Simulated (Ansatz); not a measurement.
Results of the Gaussian-basis code of Ansatz.

CH$_{5}$Cl$_{3}$GeOSi, SMILES `C[O][GeH2][Si](Cl)(Cl)Cl` at its PBE0-D4/def2-TZVP geometry, where that method's forces vanish. Charge 0, multiplicity 1.

| atom | x (Å) | y (Å) | z (Å) |
| --- | --- | --- | --- |
| C1 | -1.763 | 0.548 | 0.749 |
| O2 | -0.863 | -0.375 | 1.319 |
| Ge3 | 0.865 | -0.236 | 0.930 |
| Si4 | 1.157 | -0.469 | -1.433 |
| Cl5 | 3.119 | -0.850 | -1.861 |
| Cl6 | 0.020 | -2.004 | -2.150 |
| Cl7 | 0.612 | 1.239 | -2.417 |
| H8 | -1.855 | 0.417 | -0.336 |
| H9 | -1.472 | 1.588 | 0.947 |
| H10 | -2.744 | 0.376 | 1.197 |
| H11 | 1.541 | -1.383 | 1.688 |
| H12 | 1.385 | 1.149 | 1.367 |

(1) For each bond, give half the difference of the two atoms' forces along it (eV/Å; positive pushes the atoms apart) under PBE-D4, r2SCAN-D4, B3LYP-D4, ωB97M-V in def2-TZVPP. (Estimate.)

## Answers

(1) The calculation gave: 
```json
{"bond": "C1–O2", "length (Å)": "1.409", "PBE-D4": "0.27", "r2SCAN-D4": "0.31", "B3LYP-D4": "0.27", "ωB97M-V": "0.26"}
{"bond": "C1–H8", "length (Å)": "1.097", "PBE-D4": "0.07", "r2SCAN-D4": "-0.05", "B3LYP-D4": "-0.09", "ωB97M-V": "-0.08"}
{"bond": "C1–H9", "length (Å)": "1.098", "PBE-D4": "0.06", "r2SCAN-D4": "-0.07", "B3LYP-D4": "-0.08", "ωB97M-V": "-0.09"}
{"bond": "C1–H10", "length (Å)": "1.092", "PBE-D4": "0.10", "r2SCAN-D4": "-0.06", "B3LYP-D4": "-0.12", "ωB97M-V": "-0.12"}
{"bond": "O2–Ge3", "length (Å)": "1.776", "PBE-D4": "0.39", "r2SCAN-D4": "0.06", "B3LYP-D4": "0.18", "ωB97M-V": "0.05"}
{"bond": "Ge3–Si4", "length (Å)": "2.393", "PBE-D4": "-0.20", "r2SCAN-D4": "-0.09", "B3LYP-D4": "-0.06", "ωB97M-V": "-0.12"}
{"bond": "Ge3–H11", "length (Å)": "1.532", "PBE-D4": "0.04", "r2SCAN-D4": "-0.04", "B3LYP-D4": "-0.08", "ωB97M-V": "-0.09"}
{"bond": "Ge3–H12", "length (Å)": "1.542", "PBE-D4": "0.04", "r2SCAN-D4": "-0.03", "B3LYP-D4": "-0.04", "ωB97M-V": "-0.08"}
{"bond": "Si4–Cl5", "length (Å)": "2.044", "PBE-D4": "0.20", "r2SCAN-D4": "0.06", "B3LYP-D4": "0.15", "ωB97M-V": "0.04"}
{"bond": "Si4–Cl6", "length (Å)": "2.040", "PBE-D4": "0.22", "r2SCAN-D4": "0.07", "B3LYP-D4": "0.15", "ωB97M-V": "0.04"}
{"bond": "Si4–Cl7", "length (Å)": "2.045", "PBE-D4": "0.21", "r2SCAN-D4": "0.06", "B3LYP-D4": "0.15", "ωB97M-V": "0.04"}
```

B3LYP here is the variant with VWN-RPA as its local correlation; programs differ in this.
